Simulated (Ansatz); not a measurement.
Molecule: CHF2 (charge +1, singlet). 
Geometry from a B3LYP-D3(BJ)/def2-TZVP (Ansatz, a first-principles code) optimisation:
```
C
F 1 1.2334
F 1 1.2334 2 118.06
H 1 1.0970 2 120.97 3 180.00
```
Charge +1, spin multiplicity 1.

Parts of the frozen-core correlation energy in STO-3G (Ansatz, hartree). Frozen orbitals: 3; correlated occupied orbitals by spin: 9 and 9; virtual: 4 and 4. Spin-orbit coupling is left out. Non-relativistic.

| term | value |
|---|---|
| reference (HF) | -233.74883 |
| MP2 opposite-spin | … |
| MP2 same-spin | -0.02633 |
| CCSD correlation | … |
| (T) | … |
| FCI minus CCSD(T) | -0.00089 |
| T1 diagnostic | 0.021 |
| largest doubles amplitude | 0.084 |

Q: Some entries are withheld; supply them.

A: 
- MP2 opposite-spin, value: -0.09157
- CCSD correlation, value: -0.13457
- (T), value: -0.01039
